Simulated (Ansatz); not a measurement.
Species: silicon monosulfide, SiS, net charge 0, singlet state. SMILES: S=[Si]
Geometry: optimised at B3LYP-D3(BJ)/def2-TZVP (Ansatz, a first-principles code).

Computed values are from Ansatz. Cores are frozen in the correlated levels unless marked. UHF or UKS for open shells. Spin-orbit coupling is left out. Non-relativistic. CBS(X,Y): correlation extrapolated as X^-3; Hartree-Fock from the larger set (for Q and 5 zeta extrapolated as (X+1)exp(-9√X)).

What is the total energy at CCSD(T)/CBS(cc-pV(Q+d)Z,cc-pV(5+d)Z)?

-686.8499 Eh.

What is the dipole moment at CCSD(T)/aug-cc-pV(D+d)Z?

1.59 D.

What is the atomisation energy De at CCSD(T)/CBS(cc-pV(Q+d)Z,cc-pV(5+d)Z)?

147.1 kcal/mol.

What is the T1 diagnostic at CCSD/cc-pV(5+d)Z?

0.020.

What is the vertical electron affinity (to the doublet; negative means unbound) at CCSD(T)/CBS(aug-cc-pV(T+d)Z,aug-cc-pV(Q+d)Z)?

0.43 eV.
